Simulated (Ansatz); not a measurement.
`C=C(O)BF` + H₂ → `BC(=C)O` + H–F at 600 K and 1 bar (hydrogenolysis of a B–F bond).

Calculated with Ansatz (gas phase, PBE0-D4/def2-TZVP geometries, no zero-point term in ΔE). CBS: MP2 limit from def2 TZ/QZ plus the TZ coupled-cluster correction, frozen cores. This one scheme is used for every species. One conformer a species, not always the lowest.

```json
{"species": "`C=C(O)BF`", "CCSD(T)/CBS energy (Eh)": "-278.30066", "H − E (kJ/mol)": "215.7", "S (J/(mol·K))": "384.7"}
{"species": "H₂", "CCSD(T)/CBS energy (Eh)": "-1.17544", "H − E (kJ/mol)": "43.9", "S (J/(mol·K))": "150.8"}
{"species": "`BC(=C)O`", "CCSD(T)/CBS energy (Eh)": "-179.03550", "H − E (kJ/mol)": "225.5", "S (J/(mol·K))": "359.7"}
{"species": "H–F", "CCSD(T)/CBS energy (Eh)": "-100.39570", "H − E (kJ/mol)": "42.3", "S (J/(mol·K))": "194.0"}
```

H − E and S are ideal-gas, rigid-rotor, harmonic terms from PBE0-D4/def2-TZVP, for one conformer and one mirror image of each species. The MP2-based limit puts H₂ 0.8 mEh under its directly extrapolated value; such offsets cancel only in part. 1 Eh = 2625.50 kJ/mol, R = 8.31446 J/(mol·K).

Problem. By hand: ΔE, ΔH, ΔS and ΔG.

Solution. ΔE = (-179.03550) + (-100.39570) − (-278.30066) − (-1.17544) = 0.04490 Eh = 117.9 kJ/mol. Δ(H − E) = 225.5 + 42.3 − 215.7 − 43.9 = 8.2, so ΔH = 126.1 kJ/mol. ΔS = 359.7 + 194.0 − 384.7 − 150.8 = 18.2 J/(mol·K). ΔG = 126.1 − 600 × (18.2)/1000 = 115.2 kJ/mol.

Problem. By hand: the equilibrium constant, and the temperature at which ΔG would vanish if ΔH and ΔS stayed fixed.

Solution. log₁₀ K = −ΔG/(RT ln 10) = -10.0. ΔG = 0 at ΔH/ΔS = 6929 K, far beyond where these terms or the molecules hold.

ΔH outweighs TΔS. A doubt of 5 kJ/mol in ΔE shifts log₁₀ K by 0.4 here. Other conformers and mirror images would add mixing entropy, several J/(mol·K) or more a flexible species. These are equilibria of isolated gas molecules and say nothing of rates. Largest T1 diagnostic: 0.013 (customary marks: 0.02 for closed shells, 0.045 for open ones).
